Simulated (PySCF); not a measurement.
Species: C₆H₈OSSi.
Z-matrix (Å and degrees, PBE0-D3(BJ)/def2-SVP geometry), rows numbered from 1:
```
Si
O   1  1.6821
C   2  1.3553  1  128.61
C   3  1.3956  2  122.55  1     2.04
C   4  1.3935  3  120.72  2   180.00
C   5  1.3922  4  119.68  3     0.00
C   6  1.3926  5  119.94  4     0.04
C   7  1.3976  6  120.98  5    -0.03
S   8  1.7610  3  121.67  2     0.13
H   1  1.4921  2  110.55  3   -61.43
H   1  1.4922  2  110.39  3    59.79
H   1  1.4853  2  104.52  3   179.19
H   4  1.0938  3  119.49  2     0.04
H   5  1.0919  4  119.68  3   180.00
H   6  1.0919  5  120.40  4  -180.00
H   7  1.0928  6  120.06  5   179.92
H   9  1.3488  8   95.03  3     0.17
```

Computed with PySCF at CAM-B3LYP/def2-SVPD, non-relativistic, on one gas-phase PBE0-D3(BJ)/def2-SVP geometry that isn't relaxed in the solvent. The solvent is an IEF-PCM continuum (Bondi radii, 1.10 Å for H, scaled by 1.2). Specific hydrogen bonds and non-electrostatic terms are outside this model.

Gas phase at CAM-B3LYP/def2-SVPD: HOMO -7.36 eV, LUMO 0.55 eV, dipole 2.11 D.

What does the continuum do to the energy, the frontier levels and the dipole at CAM-B3LYP/def2-SVPD in chloroform and acetone?

| solvent | ε | E(solvent) − E(gas) (kcal/mol) | polarisation term (kcal/mol) | distortion of the solute (kcal/mol) | HOMO (eV) | LUMO (eV) | dipole (D) |
| --- | --- | --- | --- | --- | --- | --- | --- |
| chloroform | 4.711 | -2.74 | -3.03 | 0.29 | -7.42 | 0.56 | 2.64 |
| acetone | 20.49 | -3.75 | -4.30 | 0.55 | -7.46 | 0.54 | 2.82 |

The first energy column is the sum of the next two and covers electrostatics alone. From chloroform to acetone the lowering changes by a factor 1.37, Onsager's factor (ε − 1)/(2ε + 1) by 1.30 and ε itself by 4.3.

Which radius a makes the point-dipole formula ΔE = −[(ε − 1)/(2ε + 1)]·μ²/a³ give the value in acetone, with the gas-phase dipole?

μ = 0.832 au and |ΔE| = 0.00598 Eh give a = 2.00 Å; the farthest nucleus lies 4.04 Å from the centroid of the nuclei, so such a sphere wouldn't even hold the nuclei. The formula assumes a rigid point dipole at the centre of a sphere.

How does the static polarisability (CAM-B3LYP/def2-SVPD, frozen core, with the continuum's full static response) change?

```tsv
medium	isotropic (au)	principal values (au)	⟨r²⟩ of the electrons (bohr²)
gas	121.4	79.7, 137.6, 147.0	1806.1
chloroform	154.3	101.2, 172.2, 189.3	1805.1
acetone	168.0	113.2, 184.9, 206.0	1804.7
```

The isotropic value in acetone is 1.38 times the gas-phase one; no cavity-field correction is applied. ⟨r²⟩ is taken about the centre of nuclear charge.
